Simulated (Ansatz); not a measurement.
Basis sets compared for Mg₂Zn₂ (the lowest singlet isomer of a short search). The state is a singlet with charge 0. Geometry PBE/def2-SVP. Ansatz on 2 threads of Arm Neoverse V1 on a shared host; times are rough, and most runs start from earlier orbitals.

Cartesian coordinates in Å:
```
Mg -1.558 -0.945 0.029
Mg 0.776 0.281 1.624
Zn 1.058 -0.772 -0.955
Zn -0.277 1.436 -0.699
```

The structure comes from a short search, and lower isomers may exist.

Binding counts from free atoms (Mg singlet, Zn singlet) in the same basis, without a counterpoise term.

```tsv
level	functions	energy (Eh)	HOMO (eV)	LUMO (eV)	binding per atom (eV)	wall time
PBE/def2-SVP	98	-3957.5204	-4.58	-2.49	0.47	2.3 s
PBE/def2-TZVP	160	-3958.1955	-4.64	-2.55	0.34	3.9 s
r2SCAN/def2-TZVP	160	-3958.8736	-4.74	-2.53	0.40	9.5 s
PBE0/def2-SVP	98	-3957.5987	-5.18	-1.96	0.39	4.5 s
PBE0/def2-TZVP (with forces)	160	-3958.2539	-5.23	-2.00	0.30	8 s
```

Question: Estimate the rows for PBE/def2-TZVPD, r2SCAN/def2-TZVPD, PBE0/def2-TZVPD.

Answer: 
| level | functions | energy (Eh) | HOMO (eV) | LUMO (eV) | binding per atom (eV) | wall time |
| --- | --- | --- | --- | --- | --- | --- |
| PBE/def2-TZVPD | 172 | -3958.1956 | -4.64 | -2.55 | 0.34 | 6 s |
| r2SCAN/def2-TZVPD | 172 | -3958.8737 | -4.73 | -2.53 | 0.40 | 11 s |
| PBE0/def2-TZVPD | 172 | -3958.2540 | -5.23 | -2.01 | 0.30 | 8.6 s |
